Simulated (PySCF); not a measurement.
C3H6OSi.
InChI=1S/C3H6OSi/c1-3-5-4-2/h1H,5H2,2H3

Torsions of this conformer, `[CH:1]#[C:2][SiH2:3][O:4][CH3:5]`: C2–Si3–O4–C5 -58°.

The closed-shell ground state was solved at several levels (PySCF, density fitting, gas phase, non-relativistic). Geometry: PBE0-D3(BJ)/def2-SVP, one conformer, isolated molecule.

| level | basis functions | total energy (Eh) | HOMO (eV) | LUMO (eV) | gap (eV) | dipole (D) |
| --- | --- | --- | --- | --- | --- | --- |
| wB97X-D/def2-SVPD | 155 | -482.3089 | -10.11 | 1.25 | 11.36 | 1.41 |
| PBE/pcSseg-2 | 271 | -482.3125 | -6.78 | -1.51 | 5.27 | 1.32 |

Problem. What might PBE0/pcSseg-1 (122 basis functions) give for the same quantities?

Solution. Total energy -482.2216 Eh, HOMO -8.20 eV, LUMO -0.42 eV, gap 7.78 eV, dipole 1.52 D.

Problem. Over all these levels, which gives the widest orbital gap and which the narrowest?

Solution. wB97X-D/def2-SVPD (range-separated hybrid) has the widest, 11.36 eV, and PBE/pcSseg-2 (GGA) the narrowest, 5.27 eV. Functional and basis both differ between the two, so the spread mixes both effects.

Problem. How far do the dipole and the HOMO energy spread over the levels?

Solution. The dipole runs from 1.32 to 1.52 D (mean 1.42 D) and the HOMO from -10.11 to -6.78 eV.

Note: wB97X-D ran without an empirical dispersion term, which enters the total energy and its gradient alone.
